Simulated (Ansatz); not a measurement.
System: C5H11O, charge 0, multiplicity 2. It need not be the lowest isomer of its formula. SMILES: CCC([O])CC
Structure (B3LYP-D3(BJ)/def2-TZVP (Ansatz, a quantum-chemistry and plane-wave program) minimum search):
```xyz
17

C      2.5467    -0.0471    -0.3144
C      1.2336     0.7235    -0.3507
C      0.0070    -0.1504    -0.0345
C     -1.3366     0.5748    -0.2268
C     -2.5427    -0.3417    -0.0692
O      0.1016    -0.7778     1.1743
H      2.5695    -0.8221    -1.0847
H      2.6818    -0.5327     0.6520
H      3.3959     0.6164    -0.4852
H      1.0848     1.1805    -1.3326
H      1.2537     1.5414     0.3756
H      0.0227    -1.0112    -0.7429
H     -1.3811     1.3889     0.5026
H     -1.3361     1.0404    -1.2160
H     -2.5277    -0.8343     0.9029
H     -3.4750     0.2187    -0.1542
H     -2.5498    -1.1184    -0.8381
```
Charge 0, spin multiplicity 2.

Computed values are from Ansatz. Cores are frozen in the correlated levels unless marked. UHF or UKS for open shells. Spin-orbit coupling is left out. No relativistic terms. CBS marks a two-point X^-3 extrapolation of the correlation energy; Hartree-Fock from the larger set. The bracket is a focal-point correction in the basis named.

Problem. What is the dipole moment at CCSD(T)/aug-cc-pVDZ?

Solution. 1.89 D.

Problem. What is the total energy at RI-MP2/CBS(cc-pVTZ,cc-pVQZ)+[CCSD(T)-MP2]/cc-pVTZ?

Solution. -271.9840 Eh.

Problem. What is the T1 diagnostic at CCSD/cc-pVTZ?

Solution. 0.015.

Problem. What is the atomisation energy De at RI-MP2/CBS(cc-pVTZ,cc-pVQZ)+[CCSD(T)-MP2]/cc-pVTZ?

Solution. 1583.4 kcal/mol.
